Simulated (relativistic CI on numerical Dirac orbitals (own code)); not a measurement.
Electric-dipole lines of Ho LXVII

Computed by Dirac equation for one electron, model QED (radiative potential, 1s self-energy scaled to tabulated hydrogen-like ionisation energies) (own radial code, finite nucleus).

Configurations in the expansion: 1s, 2s, 2p, 3s, 3p, 3d, 4s, 4p, 4d, 4f, 5s, 5p, 5d, 5f, 5g, 6s, 6p, 6d. Levels of other configurations are missing.

```
λ vac (nm)           Lower           Upper   A (s⁻¹)  E lower (eV)  E upper (eV)
   0.02498    1s ²S1/2 [1]   2p ²P°3/2 [4]  1.19e+16           0.0       49635.7
   0.02553    1s ²S1/2 [1]   2p ²P°1/2 [2]  1.30e+16           0.0       48559.6
   0.09773   2p ²P°1/2 [2]   4d ²D3/2 [12]  4.09e+14       48559.6       61246.4
   0.10642   2p ²P°3/2 [4]   4d ²D5/2 [15]  4.16e+14       49635.7       61286.4
   0.12846   2p ²P°1/2 [2]    3d ²D3/2 [7]  1.20e+15       48559.6       58211.3
   0.12866    2s ²S1/2 [3]   3p ²P°3/2 [8]  4.12e+14       48575.8       58212.1
   0.13309    2s ²S1/2 [3]   3p ²P°1/2 [5]  5.41e+14       48575.8       57891.8
   0.14301   2p ²P°3/2 [4]    3d ²D5/2 [9]  1.29e+15       49635.7       58305.6
   0.14458   2p ²P°3/2 [4]    3d ²D3/2 [7]  2.14e+14       49635.7       58211.3
   0.26046   3p ²P°1/2 [5]   5d ²D3/2 [19]  6.01e+13       57891.8       62652.1
   0.27792    3d ²D3/2 [7]  5f ²F°5/2 [21]  8.97e+13       58211.3       62672.5
   0.27796   3p ²P°3/2 [8]   5d ²D5/2 [22]  6.92e+13       58212.1       62672.6
   0.28327    3d ²D5/2 [9]  5f ²F°7/2 [24]  9.17e+13       58305.6       62682.5
   0.36960   3p ²P°1/2 [5]   4d ²D3/2 [12]  1.15e+14       57891.8       61246.4
   0.37009    3s ²S1/2 [6]  4p ²P°3/2 [13]  5.17e+13       57896.6       61246.7
   0.38555    3s ²S1/2 [6]  4p ²P°1/2 [10]  7.22e+13       57896.6       61112.4
   0.40321    3d ²D3/2 [7]  4f ²F°5/2 [14]  2.67e+14       58211.3       61286.3
   0.40330   3p ²P°3/2 [8]   4d ²D5/2 [15]  1.41e+14       58212.1       61286.4
   0.40861   3p ²P°3/2 [8]   4d ²D3/2 [12]  2.45e+13       58212.1       61246.4
   0.41327    3d ²D5/2 [9]  4f ²F°7/2 [16]  2.77e+14       58305.6       61305.7
   0.41596    3d ²D5/2 [9]  4f ²F°5/2 [14]  1.83e+13       58305.6       61286.3
   0.56880  4p ²P°3/2 [13]   6d ²D5/2 [30]  1.74e+13       61246.7       63426.5
   0.80525  4p ²P°1/2 [10]   5d ²D3/2 [19]  2.24e+13       61112.4       62652.1
   0.80622   4s ²S1/2 [11]  5p ²P°3/2 [20]  1.18e+13       61114.4       62652.2
   0.84373   4s ²S1/2 [11]  5p ²P°1/2 [17]  1.70e+13       61114.4       62583.9
   0.86940   4d ²D3/2 [12]  5f ²F°5/2 [21]  4.91e+13       61246.4       62672.5
   0.86955  4p ²P°3/2 [13]   5d ²D5/2 [22]  2.93e+13       61246.7       62672.6
   0.88802  4f ²F°5/2 [14]   5g ²G7/2 [23]  8.37e+13       61286.3       62682.5
   0.88807   4d ²D5/2 [15]  5f ²F°7/2 [24]  5.21e+13       61286.4       62682.5
   0.89669  4f ²F°7/2 [16]   5g ²G9/2 [25]  8.57e+13       61305.7       62688.4
   0.92652  4p ²P°3/2 [13]   5s ²S1/2 [18]  1.42e+13       61246.7       62584.9
    1.1698    2s ²S1/2 [3]   2p ²P°3/2 [4]  2.31e+12       48575.8       49635.7
    1.4924  5p ²P°1/2 [17]   6d ²D3/2 [28]  6.37e+12       62583.9       63414.6
    1.4941   5s ²S1/2 [18]  6p ²P°3/2 [29]  3.73e+12       62584.9       63414.7
    1.5685   5s ²S1/2 [18]  6p ²P°1/2 [26]  5.48e+12       62584.9       63375.3
    1.6014  5p ²P°3/2 [20]   6d ²D5/2 [30]  8.76e+12       62652.2       63426.5
    1.7132  5p ²P°3/2 [20]   6s ²S1/2 [27]  5.74e+12       62652.2       63375.9
    3.8805   3p ²P°1/2 [5]    3d ²D3/2 [7]  2.50e+11       57891.8       58211.3
    3.9304    3s ²S1/2 [6]   3p ²P°3/2 [8]  3.72e+11       57896.6       58212.1
    9.2508  4p ²P°1/2 [10]   4d ²D3/2 [12]  7.91e+10       61112.4       61246.4
    9.3696   4s ²S1/2 [11]  4p ²P°3/2 [13]  9.27e+10       61114.4       61246.7
    18.176  5p ²P°1/2 [17]   5d ²D3/2 [19]  2.86e+10       62583.9       62652.1
    18.409   5s ²S1/2 [18]  5p ²P°3/2 [20]  3.08e+10       62584.9       62652.2
    31.566  6p ²P°1/2 [26]   6d ²D3/2 [28]  1.20e+10       63375.3       63414.6
    31.970   6s ²S1/2 [27]  6p ²P°3/2 [29]  1.24e+10       63375.9       63414.7
```

Terms are leading LS components. Brackets give the number of a level in order of energy, since labels repeat. The list gives strong lines, with weight on those to low levels, without lines whose two gauges differ by over a factor of 2.5. Levels whose partners in the same complex of configurations lie outside the list can be far off, and so can their lines. Rates are taken at the computed energies, electric ones in the length gauge.
